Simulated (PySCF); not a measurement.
Ga(F)(Cl)(vinyl) (C2H3ClFGa), SMILES [Cl][Ga]([CH]=C)[F]. Atoms are numbered in the order given.

```xyz
8

Ga    -0.1395    -0.2804     0.2405
F     -0.6275    -1.0991     1.7062
Cl     0.5731     1.7086     0.5511
C     -0.2092    -1.0566    -1.5167
C      0.2129    -0.3340    -2.5628
H     -0.5836    -2.0744    -1.6736
H      0.1974    -0.7294    -3.5862
H      0.5940     0.6874    -2.4422
```

The structure is a stationary point at ωB97X-D3(BJ)/def2-SVP. The structure was generated by enumeration; whether it is a known compound was not checked. Other conformers were not sampled.

Computed with PySCF with B3LYP/pcSseg-1.

GIAO shieldings, no solvent; atoms listed in one row are averaged. δ = σ(ref) − σ: ¹⁹F against CFCl3 (σ = 161.7 ppm); ³⁵Cl against HCl (σ = 933.3 ppm); ¹³C against TMS (σ = 181.3 ppm); ¹H against TMS (σ = 31.68 ppm), references at their B3LYP-D3(BJ)/def2-TZVP geometries, non-relativistic (without spin–orbit terms, shifts of atoms bonded to Cl or Br come out too high).

| nucleus | atoms | count | δ (ppm) |
|---|---|---|---|
| ¹⁹F | F2 | 1 | -132.7 |
| ³⁵Cl | Cl3 | 1 | 6.9 |
| ¹³C | C5 | 1 | 160.3 |
| ¹³C | C4 | 1 | 141.2 |
| ¹H | H7 | 1 | 7.28 |
| ¹H | H8 | 1 | 7.03 |
| ¹H | H6 | 1 | 6.52 |
